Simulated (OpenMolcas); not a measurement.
Os4+.

| Property | Result |
| --- | --- |
| Program | OpenMolcas |
| Basis | ANO-RCC-VQZP [9s8p6d4f3g2h] |
| Scalar Hamiltonian | DKH2, point nucleus |
| Active space | 10 electrons in 8 orbitals (RAS1 5p, at most 2 holes; RAS2 5d) |
| State averaging | 2S+1 = 5 even, 5 roots; 2S+1 = 3 even, 45 roots; 2S+1 = 1 even, 50 roots |
| Spin-orbit coupling | RASSI with atomic mean-field integrals over the reference wave functions, term energies averaged over their components |

Two sets of levels on these reference wave functions, in cm⁻¹ above 5d⁴ ⁵D₀: one from RASSCF and one from MS-RASPT2, IPEA 0.25 Eh, imaginary shift 0.1 Eh (closed shells correlated: 5s).

```tsv
Level	Set 1	Set 2
5d⁴ ⁵D₀ [64 %]	0.0	0.0
5d⁴ ⁵D₁	4430	4080
5d⁴ ⁵D₂	8300	7870
5d⁴ ⁵D₃	11310	11010
5d⁴ ⁵D₄ [68 %]	13320	13400
5d⁴ ³P₀(1) [52 %]	19130	19940
5d⁴ ³H₄ [56 %]	21100	23310
5d⁴ ³G₃ [58 %]	24990	27350
5d⁴ ³P₁(1)	25780	27420
5d⁴ ³F₂(1) [66 %]	25590	27920
5d⁴ ³H₅	26220	28920
5d⁴ ³H₆ [73 %]	28430	31540
5d⁴ ³G₅	38360	41120
5d⁴ ³D₁	40190	42970
5d⁴ ¹I₆ [73 %]	40260	44300
5d⁴ ¹S₀(1) [75 %]	46120	48060
```

Task: Which set is which?

Result: Set 1 is MS-RASPT2. Its levels of the other terms of 5d⁴ lie at 0.90 to 0.96 of the other set's values, as expected, since terms of lower spin or lower L gain more correlation energy than the Hund ground term. Against 12 measured levels (the list in Palmeri et al., Atoms 14, 22 (2026)) the mean absolute deviation is 790 cm-1 with it and 2600 cm-1 without; single levels miss by up to 1700 cm-1 with it.

CASPT2 does not keep the components of a term degenerate, so their means are used; among the terms shown or strongly mixed into the levels shown the widest spread is 1400 cm-1 (5d⁴ ¹I, MS-RASPT2). Active for correlation alone: 5p; no level in the range computed is led by a configuration that opens it, so any true level of that kind is missing. Without dynamic correlation excited terms often stand tens of per cent too high (terms of higher spin than the ground term too low), and those without a measured partner can miss by more than the paired ones (holds for RASSCF). The CASPT2 spread within a term exceeds the gap to the next term for 5d⁴ ¹I and 5d⁴ ³D, so the order of their levels is uncertain (holds for MS-RASPT2). Computed and measured levels are paired by configuration, term and J; levels that our copy of the source lacks, or whose pairing is in doubt (as where it misses far off the trend of its configuration), stay unpaired and out of the deviations. Only configurations of the active space appear. The table leaves out levels that lie high or whose names do not pair safely across all columns.

A share in square brackets marks a mixed level and gives the weight of the term that names it, the lowest over the columns. A number in round brackets counts repeated terms of one configuration in the order of the reference energies.
